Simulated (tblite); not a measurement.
Record of a relaxation.

C₈H₁₃OP.
Atom-mapped SMILES: `[CH:1]#[C:2][CH2:3][P@@:4]1(=[O:5])[CH2:6][CH2:7][CH2:8][C@H:9]1[CH3:10]` (hydrogens: H11 on C1; H12, H13 on C3; H14, H15 on C6; H16, H17 on C7; H18, H19 on C8; H20 on C9; H21, H22, H23 on C10)

Computed with GFN2-xTB (tblite), gas phase: L-BFGS steps from a force-field or distance-geometry start until the largest atomic force falls under 0.01 eV/Å. 7 of its 46 geometries are shown.

Step 0: E = -825.5176 eV, largest atomic force 2.792 eV/Å
```
atom  x, y, z in Å  |  force x, y, z in eV/Å
C1      2.923   -0.981    0.072   -0.680   0.852   0.371
C2      2.251   -0.069    0.498    0.428  -0.682  -0.260
C3      1.474    1.037    1.052    1.242  -0.527   0.265
P4     -0.165    1.291    0.353   -1.913   1.882   0.769
O5     -0.876    2.506    0.873    1.066  -1.219  -0.348
C6     -0.028    1.232   -1.443    0.365   0.070  -1.068
C7     -0.993    0.143   -1.906   -0.207  -0.145   0.362
C8     -0.976   -0.947   -0.822   -0.440  -0.124  -0.283
C9     -1.157   -0.224    0.517   -0.476  -0.878  -0.219
C10    -0.889   -1.105    1.720    0.532  -0.024   0.387
H11     3.502   -1.782   -0.311   -0.232   0.314   0.136
H12     1.360    0.912    2.134   -0.067  -0.076   0.040
H13     2.022    1.971    0.908    0.058   0.165  -0.103
H14    -0.272    2.197   -1.891   -0.030   0.047   0.123
H15     0.995    0.990   -1.739    0.059  -0.087  -0.005
H16    -2.006    0.561   -1.970    0.154  -0.089  -0.019
H17    -0.714   -0.250   -2.881   -0.015  -0.038  -0.058
H18    -1.781   -1.687   -0.992    0.321   0.320   0.088
H19    -0.026   -1.481   -0.848    0.088   0.059   0.066
H20    -2.200    0.117    0.584    0.081   0.156  -0.032
H21    -1.604   -1.924    1.766    0.022   0.017  -0.016
H22    -0.968   -0.522    2.642   -0.095  -0.042  -0.092
H23     0.126   -1.525    1.694   -0.264   0.051  -0.104
```

Step 8: E = -825.6639 eV, largest atomic force 0.112 eV/Å
```
atom  x, y, z in Å  |  force x, y, z in eV/Å
C1      2.898   -0.963    0.075   -0.020  -0.003  -0.006
C2      2.245   -0.061    0.517    0.010  -0.010  -0.017
C3      1.500    1.038    1.067    0.020  -0.028   0.018
P4     -0.191    1.303    0.358    0.052  -0.017   0.007
O5     -0.825    2.507    0.911    0.027   0.004   0.020
C6     -0.016    1.234   -1.481   -0.026  -0.036   0.059
C7     -0.994    0.137   -1.907   -0.009  -0.003   0.003
C8     -0.985   -0.952   -0.832   -0.002   0.028   0.010
C9     -1.186   -0.254    0.509    0.020   0.045  -0.007
C10    -0.880   -1.110    1.729   -0.026   0.016  -0.040
H11     3.474   -1.754   -0.304   -0.032  -0.008  -0.021
H12     1.366    0.897    2.144   -0.008   0.083   0.016
H13     2.035    1.979    0.896   -0.049  -0.005   0.048
H14    -0.273    2.210   -1.900    0.064  -0.091  -0.011
H15     1.010    0.974   -1.751   -0.076   0.031  -0.011
H16    -2.001    0.555   -1.971   -0.001   0.016  -0.013
H17    -0.729   -0.267   -2.885   -0.012  -0.016  -0.002
H18    -1.774   -1.686   -1.007    0.053  -0.002  -0.043
H19    -0.021   -1.466   -0.838   -0.016   0.019   0.018
H20    -2.218    0.118    0.581    0.005  -0.048  -0.003
H21    -1.591   -1.934    1.783    0.024  -0.019   0.027
H22    -0.977   -0.517    2.639    0.039  -0.019  -0.040
H23     0.126   -1.528    1.678   -0.037   0.062  -0.012
```

Step 15: E = -825.6699 eV, largest atomic force 0.062 eV/Å
```
atom  x, y, z in Å  |  force x, y, z in eV/Å
C1      2.889   -0.966    0.071   -0.027   0.019   0.010
C2      2.248   -0.061    0.524    0.013  -0.010   0.027
C3      1.501    1.036    1.077   -0.012   0.000   0.000
P4     -0.188    1.300    0.365    0.039  -0.027  -0.040
O5     -0.804    2.510    0.925   -0.034   0.002  -0.007
C6     -0.018    1.227   -1.478    0.015   0.020   0.017
C7     -0.998    0.136   -1.908    0.016   0.011   0.003
C8     -0.985   -0.950   -0.833   -0.006   0.001   0.012
C9     -1.194   -0.254    0.507    0.012   0.042   0.006
C10    -0.881   -1.109    1.724    0.012   0.015  -0.008
H11     3.457   -1.758   -0.316   -0.034   0.001  -0.017
H12     1.365    0.918    2.157    0.001  -0.016  -0.011
H13     2.026    1.984    0.907   -0.010  -0.013  -0.012
H14    -0.261    2.198   -1.908   -0.001   0.003   0.012
H15     1.005    0.967   -1.755   -0.010  -0.027   0.027
H16    -2.004    0.559   -1.976    0.002  -0.009   0.010
H17    -0.735   -0.273   -2.884    0.004   0.007  -0.014
H18    -1.762   -1.692   -1.021   -0.002  -0.029   0.009
H19    -0.016   -1.455   -0.831    0.009   0.013  -0.011
H20    -2.227    0.110    0.578   -0.013  -0.006  -0.004
H21    -1.582   -1.940    1.790    0.019   0.004   0.002
H22    -0.969   -0.513    2.632    0.004  -0.002  -0.005
H23     0.128   -1.512    1.665    0.005   0.003  -0.005
```

Step 22: E = -825.6721 eV, largest atomic force 0.045 eV/Å
```
atom  x, y, z in Å  |  force x, y, z in eV/Å
C1      2.874   -0.968    0.069   -0.025   0.008   0.001
C2      2.249   -0.062    0.540   -0.030  -0.007  -0.031
C3      1.499    1.036    1.084   -0.028   0.016   0.003
P4     -0.189    1.298    0.364    0.012  -0.017  -0.020
O5     -0.809    2.507    0.920   -0.026   0.035   0.010
C6     -0.015    1.223   -1.475    0.021   0.013   0.015
C7     -0.999    0.136   -1.908    0.005   0.013  -0.002
C8     -0.983   -0.949   -0.834    0.011  -0.011   0.007
C9     -1.196   -0.252    0.504    0.011   0.010   0.017
C10    -0.874   -1.102    1.720    0.011  -0.018   0.016
H11     3.429   -1.762   -0.333   -0.003  -0.015  -0.004
H12     1.360    0.922    2.164   -0.005   0.003   0.007
H13     2.018    1.984    0.906    0.011  -0.002   0.008
H14    -0.252    2.196   -1.905    0.017  -0.006  -0.004
H15     1.006    0.951   -1.744    0.009   0.004  -0.005
H16    -2.004    0.558   -1.973   -0.016   0.010  -0.001
H17    -0.735   -0.268   -2.886   -0.006  -0.009  -0.014
H18    -1.750   -1.702   -1.018   -0.017  -0.007  -0.008
H19    -0.009   -1.443   -0.831    0.032  -0.015   0.000
H20    -2.232    0.107    0.575   -0.003   0.002   0.000
H21    -1.568   -1.938    1.790   -0.009  -0.019   0.004
H22    -0.961   -0.509    2.629    0.002   0.012  -0.002
H23     0.137   -1.500    1.654    0.024  -0.001   0.003
```

Step 30: E = -825.6754 eV, largest atomic force 0.038 eV/Å
```
atom  x, y, z in Å  |  force x, y, z in eV/Å
C1      2.823   -0.974    0.059   -0.021   0.001  -0.008
C2      2.207   -0.065    0.537    0.027   0.001   0.016
C3      1.481    1.042    1.094   -0.014   0.025  -0.001
P4     -0.200    1.306    0.364   -0.010  -0.024  -0.014
O5     -0.837    2.513    0.905   -0.001   0.012   0.002
C6      0.000    1.219   -1.472   -0.003   0.002   0.002
C7     -0.993    0.140   -1.905   -0.001   0.012  -0.015
C8     -0.968   -0.950   -0.835    0.005   0.008  -0.013
C9     -1.190   -0.254    0.503    0.000  -0.007  -0.001
C10    -0.853   -1.100    1.719    0.006   0.004   0.010
H11     3.362   -1.772   -0.356    0.001  -0.026  -0.005
H12     1.346    0.929    2.175   -0.010  -0.016   0.004
H13     2.016    1.981    0.917    0.010   0.024  -0.005
H14    -0.214    2.194   -1.909   -0.007  -0.018  -0.024
H15     1.020    0.927   -1.728   -0.004   0.013   0.004
H16    -1.998    0.564   -1.961   -0.009   0.026   0.026
H17    -0.743   -0.259   -2.889    0.028  -0.014  -0.005
H18    -1.729   -1.711   -1.019    0.002   0.015  -0.011
H19     0.012   -1.432   -0.833   -0.003  -0.014   0.003
H20    -2.229    0.093    0.573   -0.002  -0.018   0.011
H21    -1.536   -1.945    1.799    0.003   0.006  -0.009
H22    -0.943   -0.501    2.624    0.002  -0.005   0.022
H23     0.163   -1.483    1.649    0.001  -0.008   0.011
```

Step 38: E = -825.6767 eV, largest atomic force 0.019 eV/Å
```
atom  x, y, z in Å  |  force x, y, z in eV/Å
C1      2.796   -0.978    0.051    0.002   0.002   0.007
C2      2.200   -0.062    0.539    0.002   0.004  -0.002
C3      1.476    1.048    1.097   -0.014   0.013   0.000
P4     -0.204    1.310    0.361   -0.004  -0.017  -0.008
O5     -0.848    2.516    0.898    0.006   0.002   0.004
C6      0.005    1.219   -1.473    0.005   0.003   0.004
C7     -0.989    0.142   -1.905    0.005   0.007  -0.003
C8     -0.962   -0.950   -0.836   -0.001   0.004  -0.006
C9     -1.185   -0.257    0.504    0.002  -0.005  -0.004
C10    -0.843   -1.099    1.722    0.002   0.000  -0.003
H11     3.329   -1.781   -0.363   -0.006  -0.015  -0.005
H12     1.335    0.929    2.175    0.001   0.002   0.005
H13     2.014    1.986    0.923    0.001   0.012   0.003
H14    -0.204    2.190   -1.923   -0.004  -0.002   0.005
H15     1.026    0.923   -1.720    0.003   0.004  -0.003
H16    -1.992    0.572   -1.951   -0.001  -0.008  -0.004
H17    -0.741   -0.257   -2.889   -0.002  -0.001  -0.001
H18    -1.723   -1.709   -1.026   -0.001   0.003   0.010
H19     0.017   -1.433   -0.834   -0.008  -0.006   0.001
H20    -2.228    0.079    0.578    0.010   0.005   0.003
H21    -1.523   -1.946    1.800    0.006  -0.001   0.000
H22    -0.935   -0.502    2.628   -0.003  -0.004  -0.001
H23     0.175   -1.480    1.653   -0.001  -0.004   0.000
```

Step 45: E = -825.6770 eV, largest atomic force 0.010 eV/Å
```
atom  x, y, z in Å  |  force x, y, z in eV/Å
C1      2.789   -0.979    0.053   -0.007  -0.001  -0.001
C2      2.200   -0.057    0.539    0.001   0.000   0.005
C3      1.476    1.052    1.097   -0.001   0.005   0.002
P4     -0.203    1.310    0.360   -0.005   0.002   0.001
O5     -0.848    2.515    0.897   -0.002   0.002  -0.001
C6      0.008    1.219   -1.474   -0.007  -0.002  -0.002
C7     -0.987    0.142   -1.906    0.000  -0.007   0.005
C8     -0.962   -0.950   -0.837   -0.002  -0.004   0.004
C9     -1.182   -0.258    0.504    0.001  -0.003   0.001
C10    -0.839   -1.101    1.721    0.000  -0.001  -0.002
H11     3.312   -1.788   -0.364    0.001  -0.002   0.003
H12     1.333    0.932    2.176    0.006   0.001   0.005
H13     2.011    1.993    0.927    0.009   0.001  -0.001
H14    -0.204    2.189   -1.923    0.000   0.005   0.004
H15     1.029    0.926   -1.720   -0.008  -0.002  -0.005
H16    -1.991    0.571   -1.952    0.008   0.001  -0.004
H17    -0.740   -0.257   -2.891    0.004  -0.001   0.007
H18    -1.726   -1.707   -1.024   -0.003   0.001  -0.005
H19     0.015   -1.437   -0.836   -0.003   0.001  -0.003
H20    -2.224    0.079    0.581    0.004   0.003  -0.004
H21    -1.518   -1.949    1.799    0.000   0.000  -0.007
H22    -0.935   -0.504    2.628    0.005  -0.003  -0.001
H23     0.179   -1.481    1.655    0.001   0.004  -0.002
```

Question: Summarise the path.

Answer: The energy falls by 15.38 kJ/mol from step 0 to step 45; nine tenths of that is first reached at step 7. It falls at every step. The largest force goes from 2.792 to 0.010 eV/Å. Among the bonds C3–P4 changes most, from 1.800 to 1.851 Å; the atoms move by 0.072 Å rms after alignment.

Question: Follow the three bonds and two angles with the largest change from start to end.

Answer: 
| step | E above end (kJ/mol) | largest force (eV/Å) | C3–P4 (Å) | P4–C6 (Å) | P4–C9 (Å) | O5–P4–C9 (°) | P4–C9–C10 (°) |
| --- | --- | --- | --- | --- | --- | --- | --- |
| 0 | 15.38 | 2.792 | 1.800 | 1.803 | 1.819 | 112.6 | 117.3 |
| 2 | 6.10 | 2.219 | 1.854 | 1.835 | 1.840 | 114.6 | 116.4 |
| 4 | 2.95 | 0.257 | 1.853 | 1.835 | 1.843 | 114.6 | 116.3 |
| 6 | 1.85 | 0.337 | 1.857 | 1.846 | 1.851 | 115.1 | 115.8 |
| 8 | 1.26 | 0.112 | 1.852 | 1.848 | 1.853 | 115.2 | 115.5 |
| 10 | 0.99 | 0.131 | 1.848 | 1.847 | 1.853 | 115.2 | 115.4 |
| 12 | 0.83 | 0.059 | 1.850 | 1.848 | 1.854 | 115.4 | 115.2 |
| 14 | 0.73 | 0.081 | 1.852 | 1.851 | 1.856 | 115.6 | 115.0 |
| 16 | 0.65 | 0.048 | 1.852 | 1.851 | 1.856 | 115.6 | 114.8 |
| 18 | 0.58 | 0.059 | 1.852 | 1.849 | 1.855 | 115.5 | 114.7 |
| 20 | 0.52 | 0.037 | 1.853 | 1.848 | 1.854 | 115.4 | 114.6 |
| 22 | 0.48 | 0.045 | 1.854 | 1.849 | 1.854 | 115.5 | 114.4 |
| 23 | 0.44 | 0.046 | 1.854 | 1.849 | 1.853 | 115.6 | 114.3 |
| 25 | 0.37 | 0.045 | 1.853 | 1.849 | 1.853 | 115.7 | 114.3 |
| 27 | 0.29 | 0.050 | 1.852 | 1.848 | 1.853 | 115.6 | 114.3 |
| 29 | 0.19 | 0.037 | 1.851 | 1.848 | 1.853 | 115.6 | 114.3 |
| 31 | 0.13 | 0.037 | 1.852 | 1.849 | 1.853 | 115.7 | 114.2 |
| 33 | 0.08 | 0.033 | 1.852 | 1.849 | 1.853 | 115.8 | 114.2 |
| 35 | 0.05 | 0.027 | 1.852 | 1.848 | 1.854 | 115.7 | 114.2 |
| 37 | 0.04 | 0.018 | 1.852 | 1.848 | 1.855 | 115.7 | 114.3 |
| 39 | 0.03 | 0.017 | 1.852 | 1.849 | 1.855 | 115.7 | 114.3 |
| 41 | 0.02 | 0.017 | 1.852 | 1.848 | 1.854 | 115.7 | 114.3 |
| 43 | 0.01 | 0.022 | 1.851 | 1.848 | 1.854 | 115.7 | 114.3 |
| 45 | 0.00 | 0.010 | 1.851 | 1.848 | 1.854 | 115.7 | 114.3 |

The cost below is that of the whole relaxation. On one thread of an Arm Neoverse V2, shared host with 192 logical CPUs at a one-minute load of 25, this took 0.36 s.
